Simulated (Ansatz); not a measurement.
Energy difference R1 + R2 → P1 + P2, each structure at its B3LYP-D3(BJ)/def2-TZVP stationary point, reached from a drawn start (curvature not checked).
R1, C2H6Zn (SMILES [CH3][Zn][CH3]) (charge 0, multiplicity 1):
```xyz
9

C      1.95434    -0.08662     0.03779
Zn     0.00017     0.00236    -0.00418
C     -1.95431     0.08727    -0.03899
H      2.33872    -0.66005    -0.80859
H      2.39326     0.91259    -0.00561
H      2.30163    -0.56702     0.95508
H     -2.37884    -0.36580     0.85952
H     -2.35424    -0.44463    -0.90506
H     -2.30085     1.12180    -0.08995
```
P1: CH4 (SMILES C), charge 0, multiplicity 1.
R2, HCl (SMILES Cl) (charge 0, multiplicity 1):
```xyz
2

Cl     0.0000     0.0000     0.6410
H      0.0000     0.0000    -0.6410
```
P2: CH3ClZn (SMILES [CH3][Zn][Cl]), charge 0, multiplicity 1.

P less R. No zero-point or thermal terms; no spin–orbit coupling.

Frozen-core correlation throughout.

Codes used: Ansatz (Gaussian orbitals). All values are computed, each at the level named.

Total energies in hartree:

| structure | PBE/def2-TZVPP | PBE0/def2-TZVPP | CCSD(T)/def2-QZVPP |
|---|---|---|---|
| R1 | -1858.856165 | -1858.889465 | -1858.038103 |
| P1 | -40.464282 | -40.475415 | -40.451038 |
| R2 | -460.627412 | -460.665459 | -460.364747 |
| P2 | -2279.080609 | -2279.143972 | -2278.016600 |

Q: Work out the reaction energy at each level in kJ/mol (1 hartree = 2625.49964 kJ/mol), and say how far PBE/def2-TZVPP lies from CCSD(T)/def2-QZVPP.

A: 
- PBE/def2-TZVPP: (-40.464282) + (-2279.080609) − (-1858.856165) − (-460.627412) = -0.061314 hartree = -161.0 kJ/mol
- PBE0/def2-TZVPP: (-40.475415) + (-2279.143972) − (-1858.889465) − (-460.665459) = -0.064463 hartree = -169.2 kJ/mol
- CCSD(T)/def2-QZVPP: (-40.451038) + (-2278.016600) − (-1858.038103) − (-460.364747) = -0.064788 hartree = -170.1 kJ/mol
PBE/def2-TZVPP less CCSD(T)/def2-QZVPP: 9.1 kJ/mol. CCSD(T)/def2-QZVPP is the level counted from, the highest shown, and no exact or measured value.

Ansatz is a quantum-chemistry and plane-wave program.
